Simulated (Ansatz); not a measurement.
Ansatz (an electronic-structure program) input (B2PLYP/def2-TZVPD):

Ansatz 0.2 input:
```yaml
crystal:
  periodic: [false, false, false]
  atoms:
    - {symbol: P, position_ang: [-0.00000000, -0.00000000, -0.51471894]}
    - {symbol: O, position_ang: [0.00000000, 0.00000000, 0.96509801]}
basis:
  gaussian:
    orbitals: def2-TZVPD
hamiltonian:
  xc: {name: B2PLYP}
magnetization: {spin_polarized: true, initial_magnetization: 1}
correlation: {electrons: outside_noble_gas}
```

End of the output:

```
integrals: 0.03 GiB planned
512 factors; integrals over basis functions are off by at most 1.6e-3 eV
mean field: 0.23 GiB planned
mean field evaluation 1: about -11323.3994 eV, gradient 3.6e1 eV
mean field evaluation 2: about -11323.4718 eV, gradient 3.6e1 eV
mean field evaluation 4: about -11328.1338 eV, gradient 3.3e0 eV
mean field evaluation 8: about -11328.2058 eV, gradient 1.7e-1 eV
mean field evaluation 16: about -11328.2063 eV, gradient 2.4e-3 eV
mean field -11328.20627761 eV, -416.3039021683 hartree, gradient 2.0e-6 eV, S^2 0.760087; 0 other end points of the search recorded, 0 dependent functions left out
6 core orbitals not correlated
reference -11328.20639377 eV, -416.3039064370 hartree; 6, 5 occupied and 71, 72 virtual orbitals, 512 factors
second order -12.18486720 eV of doubles, -0.00000000 eV of singles
Total energy: -11331.49630792 eV, -416.4248085518 hartree
```
